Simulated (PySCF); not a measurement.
UHF on Ca⁻ (calcium, charge -1), [Ar] 3d1 4s2, 2D determinant. All numbers are calculated (PySCF 2.14, scalar relativity by spin-free X2C-1e, in aug-cc-pVQZ-X2C).

```
cycle= 1 E= -679.598376612002  delta_E= -4.89e-05  |g|= 0.0014  |ddm|= 0.0146
cycle= 2 E= -679.598386341837  delta_E= -9.73e-06  |g|= 0.000721  |ddm|= 0.00591
cycle= 3 E= -679.598389893028  delta_E= -3.55e-06  |g|= 0.000258  |ddm|= 0.00529
cycle= 4 E= -679.59839038244  delta_E= -4.89e-07  |g|= 0.000104  |ddm|= 0.00299
cycle= 5 E= -679.598390481919  delta_E= -9.95e-08  |g|= 5.23e-05  |ddm|= 0.00141
cycle= 6 E= -679.598390511589  delta_E= -2.97e-08  |g|= 1.38e-05  |ddm|= 0.000962
cycle= 7 E= -679.598390513594  delta_E= -2.01e-09  |g|= 2.17e-06  |ddm|= 0.000236
cycle= 8 E= -679.598390513629  delta_E= -3.54e-11  |g|= 4.31e-07  |ddm|= 2.25e-05
converged SCF energy = -679.598390513629  <S^2> = 0.75057875  2S+1 = 2.0005787
```

Highest occupied orbital energy: 1.041 eV; ⟨L²⟩ = 6.00; populations by l: s 8.00, p 12.00, d 1.00, f 0.00.

Task: Can this result be used?

Result: With care. The calculation finished and met its thresholds. The configuration of this anion was assumed by filling the next shell in order. It is not the known or likely ground configuration (Ca⁻, Sr⁻ and Ba⁻, for instance, bind a p electron), so these values are not the electron affinity of the element. At UHF the highest occupied level has a positive energy, so only the finite basis holds that electron.
